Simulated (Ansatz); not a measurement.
`FCC(F)(F)OCC(F)(F)F`. Total charge 0; spin multiplicity 1.

Cartesian coordinates in Å:
```
F 1.070 -1.602 2.941
C 0.119 -1.264 2.023
C 0.740 -0.409 0.938
F 1.295 0.709 1.463
F 1.758 -1.065 0.331
O -0.235 -0.097 0.050
C 0.162 0.703 -1.044
C -1.066 0.942 -1.892
F -2.022 1.579 -1.217
F -1.583 -0.197 -2.354
F -0.727 1.697 -2.942
H -0.675 -0.693 2.508
H -0.290 -2.168 1.566
H 0.544 1.671 -0.714
H 0.910 0.197 -1.658
```

(1) List the harmonic frequencies (cm⁻¹, unscaled) at PBE0-D4/def2-TZVP in Ansatz. (Estimate.)

## Answers

(1) Ansatz gave: 13, 47, 95, 102, 141, 194, 239, 324, 344, 357, 450, 534, 539, 548, 585, 642, 748, 853, 893, 953, 983, 1089, 1150, 1164, 1201, 1209, 1224, 1292, 1307, 1315, 1320, 1437, 1464, 1486, 1496, 3083, 3085, 3143, 3147.
